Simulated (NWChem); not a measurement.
Species: AlPH$_{4}$; SMILES [AlH2][PH2]

```xyz
6

Al    -0.0190     1.1968     0.0000
H     -0.0632     1.9762    -1.3851
H     -0.0632     1.9762     1.3851
P     -0.0893    -1.1289     0.0000
H      0.8565    -1.2885    -1.0579
H      0.8565    -1.2885     1.0579
```
Atoms are numbered in this order, from 1.

The geometry was optimised at PBE0/def2-SVP.

Symmetry labels are those of Cs in the frame above (b1 and b2, or b-type labels, depend on it).

List the 4 lowest vertical singlet excitations from PBE0/6-31+G* (spherical d), TDA (NWChem).


```
state  energy (eV)  oscillator strength  symmetry  leading excitation (squared amplitude)
-----  -----------  -------------------  --------  --------------------------------------
S1            4.47                0.041        a'                      HOMO → LUMO (0.94)
S2            5.47                0.000        a"                    HOMO−1 → LUMO (1.00)
S3            5.92                0.057        a'                    HOMO → LUMO+1 (0.64)
S4            6.09                0.115        a'                    HOMO−2 → LUMO (0.56)
```
